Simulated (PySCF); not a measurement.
# Finite-field polarisability of Cs (caesium, neutral)

[Xe] 6s1, 2S determinant. Computed with PySCF 2.14 in x2c-TZVPPall with one added diffuse shell each of s, p, d type (12s8p7d2f1g, 94 functions), with scalar relativity by spin-free X2C-1e. Frozen: [Kr] 4d10. Energy changes in a uniform field (μhartree):

```
axis   F (au)        HF       MP2      CCSD   CCSD(T)
   x  0.00055  -100.642   -50.572   -67.412   -63.507
   x   0.0011  -402.885  -203.671  -270.082  -254.522
```

Q: Derive α along x at CCSD(T) from the two fields.

A: With ΔE = −αF²/2 − γF⁴/24, α = −(16 ΔE(F) − ΔE(2F))/(6F²) = 419.6 bohr³.

Q: And the mean polarisability at each level?

A: HF 665.2, MP2 333.6, CCSD 445.5, CCSD(T) 419.6 bohr³. Reference: 400.9 ± 0.7 bohr³ (recommended; Schwerdtfeger and Nagle, table of static dipole polarizabilities (2023 update)).
